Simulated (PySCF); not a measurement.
Spinor energies of Dy (dysprosium, neutral)

Start: [Xe] 4f10 6s2; 4f5/2 filled at m_j = -5/2, -3/2, -1/2, +1/2, +3/2, +5/2; 4f7/2 filled at m_j = +1/2, +3/2, +5/2, +7/2. Calculated with PySCF 2.14 in x2c-QZVPPall-2c (16s16p12d6f4g1h, 213 functions): generalised Hartree-Fock with the X2C-1e Hamiltonian and a Gaussian nucleus; one run each with spin-orbit coupling (SO) switched off, then screened by Boettger's factors.

```
spinor shell  electrons  ε, spin-free (eV)  ε, screened SO (eV)  weight of nominal j (screened SO)  rms radius, screened SO (bohr)
       1s1/2          2           -54059.4             -54048.4                              1.000                          0.0240
       2s1/2          2            -9126.8              -9123.3                              1.000                          0.0971
       2p1/2          2            -8093.9              -8659.4                              1.000                          0.0830
       3s1/2          2            -2083.9              -2082.7                              1.000                           0.250
       3p1/2          2            -1760.4              -1880.2                              1.000                           0.241
       3p3/2          4            -1760.4              -1708.8                              1.000                           0.255
       3d3/2          4            -1342.7              -1365.0                              0.999                           0.228
       3d5/2          6            -1342.7              -1326.8                              0.999                           0.231
       4s1/2          2            -436.71              -436.35                              1.000                           0.564
       4p1/2          2            -327.67              -355.81                              0.994                           0.579
       4p3/2          4            -327.67              -315.39                              0.997                           0.609
       4d3/2          4            -176.07              -183.60                              0.890                           0.655
       4d5/2          6            -176.07              -170.77                              0.926                           0.664
       5s1/2          2            -59.731              -59.673                              1.000                            1.41
       5p1/2          2            -31.543              -35.431                              0.978                            1.59
       5p3/2          4            -31.543              -29.874                              0.989                            1.71
       4f5/2          6            -13.950              -14.066                              0.717                           0.952
       4f7/2          4            -13.950              -13.625                              0.713                           0.959
       6s1/2          2             -5.091               -5.094                              1.000                            4.71
```

Q: Where does 2p3/2 lie, and what is the 2p spin-orbit splitting (screened SO)?

A: At -7854.2 eV, 805.21 eV above 2p1/2.

```tsv
quantity	spin-free	screened SO
E (hartree)	-12148.61036	-12157.60871
M_J	8	8
⟨J²⟩	72.013	72.013
⟨L²⟩	42.005	42.759
⟨S²⟩	6.008	5.900
```

Each row is a mean over spinors that exchange with the open shell spreads, by up to 14.766 eV (4d5/2).

Rows whose weight is well below 1 are mixtures of j = l ± 1/2: exchange outweighs spin-orbit coupling there, and the label is only the starting occupation.

Breit and QED terms are absent; they matter most for the inner s and p1/2 levels.

Densities and radii are taken from the X2C orbitals without a picture-change correction, which distorts them close to the nucleus.

Without spin-orbit coupling the j labels of p, d and f shells carry no meaning; the spin-free column gives the mean over the occupied spinors of each nl shell.
